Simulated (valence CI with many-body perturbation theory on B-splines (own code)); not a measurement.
**Er19+: electric-dipole lines**

Calculated by relativistic CI+MBPT: three valence electrons over a frozen Dirac-Fock core [Kr] 4d10, radial functions for each j: 8 s, 8 p, 9 d, 9 f, 6 g, 3 h, 2 i, with the one-electron correlation potential Σ1 (screened to all orders), the two-electron term Σ2, the three-electron term Σ3, Breit, model QED; selected single and double excitations, second order for the rest, scaled by the run's own slope (own B-spline code, finite nucleus).

No measured spectrum was set against this ion. As an estimate, terms of the open shell hold to a few per cent of their energy, and close levels can change places. Core correlation moves these levels by up to 42000 cm⁻¹, and in measured spectra 5 to 20 % of such shifts remained as error; rates that hang on mixing are uncertain with them.

Lines 201 to 211 of 211 in falling wavelength, among levels below 425430 cm⁻¹, chosen from the strongest by gf and those to the six lowest levels. Wavelengths and rates use the calculated energies, so an error of 2000 cm⁻¹ moves a line at 259.0 Å by 0.52 % and its rate by three times that or more. Electric multipoles are in the length gauge, E1 and E2 with the static RPA response of the core. Weak lines are less certain than strong ones. Lines between different terms over intervals too small for the method are left out, as are lines whose strength nearly cancels. The highest levels of a list are the least certain.

Names give the largest LS component (configuration and term), which can be under half, so a name can repeat, a term be missing and a line seem to break the LS rules; names also repeat where a configuration has a term twice.

| λ vac (Å) | Upper | Lower | A (s⁻¹) | log gf | Branch % |
| --- | --- | --- | --- | --- | --- |
| 259.0 | 4f²5s ²G_9/2 | 4f³ ⁴I°_9/2 | 2.46e+03 | -6.61 | 1.1 |
| 258.6 | 4f²5s ²P_3/2 | 4f³ ⁴S°_3/2 | 9.22e+04 | -5.43 | 4.7 |
| 258.1 | 4f²5s ⁴P_5/2 | 4f³ ⁴F°_3/2 | 6.49e+02 | -7.41 | 0.1 |
| 257.7 | 4f²5s ²P_1/2 | 4f³ ⁴F°_3/2 | 2.47e+05 | -5.31 | 12.4 |
| 256.5 | 4f²5s ²P_3/2 | 4f³ ⁴F°_5/2 | 7.70e+04 | -5.52 | 4.0 |
| 256.0 | 4f²5s ²I_13/2 | 4f³ ⁴I°_13/2 | 6.09e+03 | -6.08 | 1.0 |
| 255.9 | 4f²5s ²I_11/2 | 4f³ ⁴I°_13/2 | 5.41e+03 | -6.20 | 0.8 |
| 255.3 | 4f²5s ²F_7/2 | 4f³ ⁴I°_9/2 | 2.19e+03 | -6.77 | 0.6 |
| 250.3 | 4f²5s ²I_13/2 | 4f³ ⁴I°_11/2 | 3.69e+02 | -7.31 | 0.1 |
| 250.2 | 4f²5s ²I_11/2 | 4f³ ⁴I°_11/2 | 1.65e+03 | -6.73 | 0.2 |
| 244.5 | 4f²5s ²I_11/2 | 4f³ ⁴I°_9/2 | 5.17e+00 | -9.26 | 0.0 |

Question: How does gf follow from A for the line at 256.0 Å?

Answer: gf = 1.4992 × (2J+1)_upper × A / σ², with σ = 390598 cm⁻¹ and 2J+1 = 14: gf = 8.38e-07.
